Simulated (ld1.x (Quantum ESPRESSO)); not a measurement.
**Plane-wave convergence, TM semilocal potential for iron**

- Element: Fe (Z = 26)
- Generator: ld1.x (Quantum ESPRESSO) 7.5
- Type: norm-conserving Troullier–Martins (semilocal form)
- Functional: LDA (PZ)
- Relativity: scalar-relativistic
- Frozen core: [Ar]
- Valence charge: 8
- Reference configuration: 3d6 4s0 4p0 (charge +2)
- Partial waves: 4s (bound, empty): rc 1.60 bohr; 3d (bound): rc 1.65 bohr; 4p (bound, empty): rc 1.95 bohr
- Local potential: the p channel
- Core correction: none

The pseudo-atom Hamiltonian at the reference potential is diagonalised in spherical Bessel functions j_l(qr) that vanish at 20 bohr, with q² up to the cutoff. All-electron valence levels (Ry): 4s -1.4968, 3d -1.9133, 4p -1.0527.

Question: How do the lowest levels (Ry) of each channel move with the cutoff, and are there ghosts?

Answer:

```csv
cutoff (Ry),s #1,d #1,d #2,p #1,p #2,Σ f·Δε (mRy)
8,-1.4219,-0.6804,-0.3165,-1.0359,-0.4201,7397.7
21,-1.4741,-0.8091,-0.3577,-1.0465,-0.4236,6625.3
40,-1.4943,-1.3961,-0.4668,-1.0523,-0.4257,3103.4
70,-1.4959,-1.8865,-0.5073,-1.0526,-0.4258,161.3
110,-1.4965,-1.9131,-0.5094,-1.0527,-0.4258,1.6
200,-1.4967,-1.9133,-0.5094,-1.0527,-0.4258,0.1
400,-1.4968,-1.9134,-0.5094,-1.0527,-0.4258,0.0
```

Result: no extra level below or beside the all-electron valence levels (s, d, p tested); the semilocal form is local in each channel, so this says nothing of the separable form that plane-wave codes build from it; 10 mRy is reached at 100 Ry and 1 mRy at 160 Ry.

Its largest configuration-test error is -729 meV.
